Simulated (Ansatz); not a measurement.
Isolated molecules relaxed with PBE0-D4/def2-TZVP in Ansatz; ΔE leaves out vibrations. CCSD(T)/CBS adds triple-zeta CCSD(T) − MP2 to the extrapolated MP2 energy (def2 sets, frozen cores). Functionals use def2-TZVPP. Elements past krypton have def2 core potentials. For Sn outer-core shells are correlated without core-valence functions, which leaves a few kJ/mol of doubt a bond. One conformer a species, not always the lowest.

Reaction (redistribution): `[SiH3][SnH3]` + `C[SiH](C)[NH][AlH2]` → `C[SiH]([SiH3])[NH][AlH2]` + `[CH3][SnH3]`

```csv
species,r2SCAN energy (Eh)
`[SiH3][SnH3]`,-507.42894
`C[SiH](C)[NH][AlH2]`,-668.91534
`C[SiH]([SiH3])[NH][AlH2]`,-920.26964
`[CH3][SnH3]`,-256.05406
```

**Question.** Work out ΔE.

**Answer.** ΔE = (-920.26964) + (-256.05406) − (-507.42894) − (-668.91534) = 0.02058 Eh = +12.9 kcal/mol. CCSD(T)/CBS gives +12.3 kcal/mol.

Largest T1 diagnostic among the species: 0.013.

In def2-TZVPP, CCSD(T) changes the Hartree–Fock value by −1.9 kcal/mol (the triples alone add −0.4 kcal/mol) and MP2 by −1.3 kcal/mol. From PBE to PBE0 (25 % exact exchange), in def2-TZVPP and without D4, ΔE moves by +0.8 kcal/mol.
